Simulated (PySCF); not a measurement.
# Spin–spin coupling constants

Molfile (atoms numbered from 1):
```
C5H6F2O
     RDKit          3D

 14 13  0  0  0  0  0  0  0  0999 V2000
    1.9902    0.8011   -0.2175 C   0  0  0  0  0  0  0  0  0  0  0  0
    1.2481   -0.2713   -0.0214 C   0  0  0  0  0  0  0  0  0  0  0  0
   -0.0195   -0.5620   -0.7628 C   0  0  0  0  0  0  0  0  0  0  0  0
   -1.2112   -0.6982    0.2020 C   0  0  2  0  0  0  0  0  0  0  0  0
   -2.3333   -1.0603   -0.5005 F   0  0  0  0  0  0  0  0  0  0  0  0
   -1.4320    0.6219    0.9023 C   0  0  0  0  0  0  0  0  0  0  0  0
   -0.9172    1.0107    1.8896 O   0  0  0  0  0  0  0  0  0  0  0  0
   -2.2869    1.4119    0.2202 F   0  0  0  0  0  0  0  0  0  0  0  0
    1.7240    1.5549   -0.9400 H   0  0  0  0  0  0  0  0  0  0  0  0
    2.8987    0.9681    0.3330 H   0  0  0  0  0  0  0  0  0  0  0  0
    1.5359   -1.0133    0.7109 H   0  0  0  0  0  0  0  0  0  0  0  0
   -0.2370    0.2258   -1.4870 H   0  0  0  0  0  0  0  0  0  0  0  0
    0.0668   -1.5101   -1.3014 H   0  0  0  0  0  0  0  0  0  0  0  0
   -1.0273   -1.4796    0.9504 H   0  0  0  0  0  0  0  0  0  0  0  0
  1  2  2  0
  2  3  1  0
  3  4  1  0
  4  5  1  0
  4  6  1  0
  6  7  2  0
  6  8  1  0
  1  9  1  0
  1 10  1  0
  2 11  1  0
  3 12  1  0
  3 13  1  0
  4 14  1  1
M  END
```

Couplings: B3LYP/pcJ-1 (spin–dipole term only in couplings to heteroatoms) in PySCF, geometry GFN2-xTB; gas phase, one conformer, non-relativistic. Couplings are averaged over pairs made equivalent by symmetry, fast rotation or ring inversion, so a value needn't be that of the named pair in this geometry, while other rotamers aren't included; one pair stands for each set, and the list holds a selection of those of at least 1.5 Hz over up to four bonds, among pairs with at least one C or F or H atom (others weren't computed). One-bond C–F couplings come out tens of Hz too large with common functionals.

Isotopes: 13C, 19F, 1H, 17O. Couplings to quadrupolar nuclei such as 17O and 33S are rarely resolved in practice.

| pair | bonds | J (Hz) |
| --- | --- | --- |
| C1, C2 | 1 | 79.5 |
| C1, H9 | 1 | ? |
| C1, H10 | 1 | ? |
| C2, C3 | 1 | 42.1 |
| C2, H11 | 1 | 161.7 |
| C3, C4 | 1 | 34.0 |
| C3, H12 | 1 | 139.7 |
| C3, H13 | 1 | 141.3 |
| C4, F5 | 1 | -251.5 |
| C4, C6 | 1 | 75.7 |
| C4, H14 | 1 | ? |
| C6, O7 | 1 | 25.7 |
| C6, F8 | 1 | ? |
| C2, H9 | 2 | ? |
| C2, H12 | 2 | -4.2 |
| C3, F5 | 2 | 20.9 |
| C4, O7 | 2 | -1.5 |
| C4, H12 | 2 | -5.6 |
| O7, F8 | 2 | ? |
| C1, H13 | 3 | 6.5 |
| C2, F5 | 3 | 10.8 |
| F5, O7 | 3 | ? |
| F5, H12 | 3 | 6.0 |
| C6, H13 | 3 | ? |
| F8, H14 | 3 | 11.4 |
| H10, H11 | 3 | 11.6 |

Question: Estimate the withheld couplings, with signs.

Answer: 
- 1J(C1,H9) = 162.4 Hz (bond length 1.077 Å, sp2 carbon)
- 1J(C1,H10) = 165.5 Hz (bond length 1.075 Å, sp2 carbon)
- 1J(C4,H14) = 167.6 Hz (bond length 1.098 Å, sp3 carbon)
- 1J(C6,F8) = -442.5 Hz (bond length 1.349 Å)
- 2J(C2,H9) = -1.8 Hz (angle at C1 122°)
- 2J(O7,F8) = 68.8 Hz (angle at C6 120°)
- 3J(F5,O7) = 4.6 Hz (dihedral angle 153°)
- 3J(C6,H13) = 10.3 Hz (dihedral angle 176°)
